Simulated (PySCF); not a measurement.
C4H8OSi, SMILES C1/C(OC1)=C\[SiH3].

Geometry optimised at ωB97X-D3(BJ)/def2-SVP. The structure was generated by enumeration; whether it is a known compound was not checked.

All values below come from r2SCAN/def2-TZVP (PySCF).

- total energy = -521.83588 hartree
- point group = Cs
- highest occupied level = -5.69 eV
- lowest empty level = -0.59 eV
- orbital gap = 5.10 eV
- dipole moment = 2.44 D
- quadrupole, principal values (traceless, Buckingham form, about the centre of nuclear charge) = -5.76, -1.00, 6.76 D·Å
- mean static polarisability = 79.1 bohr³ (11.72 Å³)
- polarisability, principal values = 60.0, 68.5, 108.9 bohr³
